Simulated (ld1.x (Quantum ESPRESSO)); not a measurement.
# Which change was made? (P, ultrasoft)

P, ultrasoft, made with ld1.x (Quantum ESPRESSO) 7.5 (PBE, non-relativistic). Core [Ne], reference 3s1 3p4. Waves: 3s (bound): rcut 1.25, rcutus 1.45 bohr; 3s channel at -0.65 Ry: rcut 1.25, rcutus 1.45 bohr; 3p (bound): rcut 1.35, rcutus 1.60 bohr; 3p channel at 1.3 Ry: rcut 1.35, rcutus 1.60 bohr; 3d channel at 0.1 Ry: rcut 1.55, rcutus 1.75 bohr; 3d channel at 2.2 Ry: rcut 1.55, rcutus 1.75 bohr. Local part: all-electron potential smoothed inside 1.15 bohr (lloc = -2). Core correction: none. Augmentation charge: PSQ, radius 1.15 bohr.

Cutoffs, loose and tight: the cutoffs (Ry, on a coarse ladder) from which the occupation-weighted sum of valence levels, in a spherical-Bessel basis at the reference potential, stays within 10 and 1 mRy of its value at 400 Ry. They do not see the model core or the augmentation charge, which bear on the density cutoff. Test errors are all-electron minus pseudo excitation energies from the reference, over the configurations 3s2 3p3; 3s2 3p2; 3s2 3p1; 3s0 3p5; 3s2 3p2.5; 3s2 3p0; 3s1 3p3; variants that change the core or the reference have their own tests.

The base gives: outcome: generated; cutoff, loose: 15 Ry; cutoff, tight: 25 Ry; bound ghosts: none; largest test error (meV): -13.

After one change the result is: outcome: generated; cutoff, loose: 15 Ry; cutoff, tight: 25 Ry; bound ghosts: none; largest test error (meV): +3.2. Which change was it?
A. core correction a·sin(br)/r model core inside 1.14 bohr
B. core correction a·sin(br)/r model core inside 1.50 bohr
C. core correction a·sin(br)/r model core inside 0.82 bohr

B. The others give: core correction a·sin(br)/r model core inside 0.82 bohr → outcome: generated; cutoff, loose: 15 Ry; cutoff, tight: 25 Ry; bound ghosts: none; largest test error (meV): +19 | core correction a·sin(br)/r model core inside 1.14 bohr → outcome: generated; cutoff, loose: 15 Ry; cutoff, tight: 25 Ry; bound ghosts: none; largest test error (meV): +27.
